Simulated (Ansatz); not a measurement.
Na₅⁻. The state is a singlet with charge -1. Geometry PBE0/def2-SVPD, that of the charge -1 singlet.

```xyz
5

Na   -2.309   -1.224   -0.363
Na    0.009   -3.017    2.062
Na   -1.161    1.624   -1.707
Na    2.326    2.750   -0.668
Na    1.135   -0.132    0.676
```

At PBE/def2-TZVPD, r2SCAN/def2-TZVPD the highest occupied level of the charge -1 singlet lies above zero (up to 0.12 eV). By energy differences its removal costs 1.11 eV (vertical, to the charge 0 doublet, at PBE/def2-TZVPD); a positive level beside a positive removal energy at the same level points to self-interaction error. At r2SCAN/def2-TZVPD the unrestricted singlet has broken spin symmetry (⟨S²⟩ up to 0.54). The structure comes from a short search, and lower isomers may exist.

Estimate the orbital energies around the gap (eV) in Ansatz with PBE/def2-TZVPD, r2SCAN/def2-TZVPD, PBE0/def2-TZVPD.


| orbital | PBE/def2-TZVPD | r2SCAN/def2-TZVPD | PBE0/def2-TZVPD |
| --- | --- | --- | --- |
| HOMO−5 | -25.01 | -26.22 | -28.44 |
| HOMO−4 | -24.99 | -26.21 | -28.43 |
| HOMO−3 | -24.98 | -26.20 | -28.42 |
| HOMO−2 | -1.04 | -1.14 | -1.68 |
| HOMO−1 | -0.25 | -0.36 | -0.68 |
| HOMO | 0.12 | 0.03 | -0.23 |
| LUMO | 0.77 | 0.84 | 1.12 |
| LUMO+1 | 0.92 | 1.08 | 1.25 |
| LUMO+2 | 1.10 | 1.12 | 1.43 |
| LUMO+3 | 1.33 | 1.43 | 1.61 |
| LUMO+4 | 1.40 | 1.59 | 1.65 |
| LUMO+5 | 1.55 | 1.62 | 1.82 |
| β HOMO | 0.12 | -0.01 | -0.23 |
| β LUMO | 0.77 | 0.99 | 1.12 |
